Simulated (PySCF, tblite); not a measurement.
Isomers of C3H6ClO2Si (doublet state), one GFN2-xTB conformer each. Single-point energies are computed at B3LYP/pcH-1 (PySCF, gas phase, no added dispersion term), electronic only. GFN2-xTB treats the open shell by occupation alone, and not every SCF solution was tested for stability.

| SMILES | GFN2-xTB relative energy (kJ/mol) |
| --- | --- |
| [CH2]O[Si@@H](Cl)OC=C | 19.7 |
| C=CO[Si](Cl)OC | 0.1 |
| Cl[C]1CO[SiH2]OC1 | 0.0 |

Conformers: `[CH2:1][O:2][Si@@H:3]([Cl:4])[O:5][CH:6]=[CH2:7]` (doublet state) with H–C1–O2–Si3 -9° and -177°, C1–O2–Si3–Cl4 58°, O2–Si3–O5–C6 50°, Si3–O5–C6–C7 171°; `[CH2:1]=[CH:2][O:3][Si:4]([Cl:5])[O:6][CH3:7]` (doublet state) with C1–C2–O3–Si4 0°, C2–O3–Si4–Cl5 66°, O3–Si4–O6–C7 -168°; `[Cl:1][C:2]1[CH2:3][O:4][SiH2:5][O:6][CH2:7]1` (doublet state) with Cl1–C2–C3–O4 159°, C2–C3–O4–Si5 43°, C3–O4–Si5–O6 -17°, O4–Si5–O6–C7 -25°.

What does B3LYP/pcH-1 give for the same structures?

| SMILES | B3LYP/pcH-1 E (Eh) | B3LYP/pcH-1 (kJ/mol) | GFN2-xTB (kJ/mol) | point group |
| --- | --- | --- | --- | --- |
| C=CO[Si](Cl)OC | -1018.14668 | 0.0 | 0.1 | C1 |
| [CH2]O[Si@@H](Cl)OC=C | -1018.13613 | 27.7 | 19.7 | C1 |
| Cl[C]1CO[SiH2]OC1 | -1018.09713 | 130.1 | 0.0 | near C2 |

GFN2-xTB puts Cl[C]1CO[SiH2]OC1 lowest instead; measured from each level's own lowest isomer, the values differ by up to 130.1 kJ/mol (Cl[C]1CO[SiH2]OC1: 0.0 against 130.1). 

What happens when harmonic zero-point energies from GFN2-xTB frequencies are added?

```json
{"SMILES": "C=CO[Si](Cl)OC", "ZPE (kJ/mol)": "233.2", "electronic (kJ/mol)": "0.0", "with ZPE (kJ/mol)": "0.0"}
{"SMILES": "[CH2]O[Si@@H](Cl)OC=C", "ZPE (kJ/mol)": "217.7", "electronic (kJ/mol)": "27.7", "with ZPE (kJ/mol)": "12.2"}
{"SMILES": "Cl[C]1CO[SiH2]OC1", "ZPE (kJ/mol)": "221.8", "electronic (kJ/mol)": "130.1", "with ZPE (kJ/mol)": "118.7"}
```

The zero-point energies span 15.5 kJ/mol. The order is unchanged.
